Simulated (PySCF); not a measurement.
# NMR problem set

- structure optimised with GFN2-xTB
- shieldings: GIAO PBE0/pcSseg-1
- code: PySCF
- averaged over atoms made equivalent by symmetry, fast rotation or ring inversion, single conformer, gas phase, non-relativistic

Shifts are taken against calculated references (same method and geometry level): $^{1}$H (σref 31.72) and $^{13}$C (σref 186.93) vs TMS. Splittings of carbon signals by F and P are missing where no couplings were computed. Where no couplings were computed, multiplicities follow the n + 1 count of equivalent neighbours, and m marks all less simple cases (inequivalent or close neighbours, rings, F or P nearby). Shifts are as computed. Against solution values, carbons near 30 ppm lie about +3 ppm off and those near 130 ppm about +5 ppm. Of 1211 compounds with measured shifts, 218 miss one by over three times the rms of a fit or turn the order of signals round; such compounds aren't used in these exercises.

Q: C₆H₆F₄O. $^{1}$H NMR (500 MHz, computed): δ 2.24 (s, 3H), 2.16 (s, 3H). $^{13}$C{$^{1}$H} NMR (computed): δ 168.0 (C), 148.3 (C), 137.1 (C), 132.1 (C), 19.4 (CH3), 18.0 (CH3). What is it?

A: SMILES C/C(C(=O)F)=C(\C)C(F)(F)F. Rings plus π bonds: 2 (no ring in the answer). 6 carbon signals for 6 carbons: no two carbons are equivalent. Carbon types of the structure: 4 × C, 2 × CH3, which accounts for all hydrogens. δC 168.0: carbonyl carbon. δC 148.3: β carbon of a C=C–C=O unit; conjugation with the carbonyl draws π density from the β position. δC 137.1: α carbon of a C=C–C=O unit; an sp2 carbon of a C=C bond. δC 132.1: CF3 carbon; 3 electronegative neighbours deshield it.

The shifts were computed for this structure.

Q: C₆H₁₂O₂Si₂. $^{1}$H NMR (300 MHz, computed): δ 5.24 (m, 1H), 5.12 (m, 1H), 5.12 (m, 1H), 4.90 (m, 1H), 2.59 (m, 1H), 2.34 (m, 1H), 2.09 (m, 1H), 1.70 (m, 1H), 1.41 (m, 1H), 1.20 (d, 3H). $^{13}$C{$^{1}$H} NMR (computed): δ 225.8, 48.3, 40.4, 37.9, 25.4, 18.2. Identify the compound.

A: `O1[SiH2][C@@H]2CC(=O)[C@@H](C)[C@@H]2[SiH2]1`. Rings plus π bonds: 3 (2 rings in the answer). 6 carbon signals for 6 carbons: no two carbons are equivalent. Carbon types of the structure: 1 × C, 3 × CH, 1 × CH2, 1 × CH3, leaving 4 H on heteroatoms. δC 225.8: ketone carbonyl carbon; the double bond to the heteroatom, with no lone-pair donor beside it, deshields it most. δC 48.3: sp3 CH α to a carbonyl; the adjacent C=O deshields it moderately. δC 40.4: sp3 CH2 α to a carbonyl; the adjacent C=O deshields it moderately. δC 18.2: methyl carbon; aliphatic region, no heteroatom directly attached.

The shifts were computed for this structure.
